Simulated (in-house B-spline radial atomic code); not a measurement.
Inner levels of krypton as electrons are removed. A shift is the extra binding of the orbital against the neutral atom ([Ar] 3d10 4s2 4p6). Computed with a radial B-spline atomic code at the basis-set limit: non-relativistic Hartree-Fock, average of the configuration, point nuclei.

This level leaves out relativity, spin-orbit splitting included, which matters for heavy ions.

```csv
ion,configuration,shift of 2p (eV),shift of 1s (eV),shift of 3p (eV),radius of 2p (bohr),radius of 1s (bohr),radius of 3p (bohr),Σ<r²> (bohr²),change of density at nucleus (bohr⁻³)
Kr,[Ar] 3d10 4s2 4p6,0,0,0,0.16188,0.042441,0.54263,39.53,-
Kr+,[Ar] 3d10 4s2 4p5,12.011,12.101,11.897,0.16188,0.042441,0.54294,32.023,3.1266
Kr2+,[Ar] 3d10 4s2 4p4,?,?,?,?,?,?,?,?
Kr3+,[Ar] 3d10 4s2 4p3,40.751,41.246,40.097,0.16187,0.04244,0.54267,21.464,11.134
Kr4+,[Ar] 3d10 4s2 4p2,57.171,57.997,56.068,0.16187,0.04244,0.54239,17.465,15.899
Kr5+,[Ar] 3d10 4s2 4p1,?,?,?,?,?,?,?,?
Kr6+,[Ar] 3d10 4s2,93.66,95.433,91.245,0.16185,0.042439,0.54149,11.004,26.837
Kr7+,[Ar] 3d10 4s1,114.6,116.87,111.42,0.16184,0.042439,0.54051,8.6292,-5.0316
Kr8+,[Ar] 3d10,136.54,139.38,132.45,0.16182,0.042438,0.53943,6.4805,-41.784
Kr9+,[Ar] 3d9,?,?,?,?,?,?,?,?
Kr10+,[Ar] 3d8,226.55,228.3,206.42,0.16165,0.042441,0.525,5.3069,-17.487
Kr11+,[Ar] 3d7,275.26,276.59,245.62,0.16153,0.042442,0.5178,4.8069,-3.5312
Kr12+,[Ar] 3d6,326.38,327.38,286.24,0.1614,0.042443,0.51066,4.3533,11.611
Kr13+,[Ar] 3d5,379.87,380.65,328.25,0.16125,0.042445,0.5036,3.9397,27.932
Kr14+,[Ar] 3d4,435.68,436.39,371.61,0.16107,0.042446,0.49664,3.561,45.422
```

Problem. Fill in the row of Kr2+.

Solution. shift of 2p (eV): 25.657; shift of 1s (eV): 25.909; shift of 3p (eV): 25.329; radius of 2p (bohr): 0.16187; radius of 1s (bohr): 0.04244; radius of 3p (bohr): 0.54285; Σ<r²> (bohr²): 26.209; change of density at nucleus (bohr⁻³): 6.8623.

Problem. Fill in the row of Kr5+.

Solution. shift of 2p (eV): 74.83; shift of 1s (eV): 76.08; shift of 3p (eV): 73.142; radius of 2p (bohr): 0.16186; radius of 1s (bohr): 0.042439; radius of 3p (bohr): 0.542; Σ<r²> (bohr²): 14.02; change of density at nucleus (bohr⁻³): 21.137.

Problem. Fill in the row of Kr9+.

Solution. shift of 2p (eV): 180.29; shift of 1s (eV): 182.55; shift of 3p (eV): 168.68; radius of 2p (bohr): 0.16175; radius of 1s (bohr): 0.04244; radius of 3p (bohr): 0.53222; Σ<r²> (bohr²): 5.8612; change of density at nucleus (bohr⁻³): -30.244.
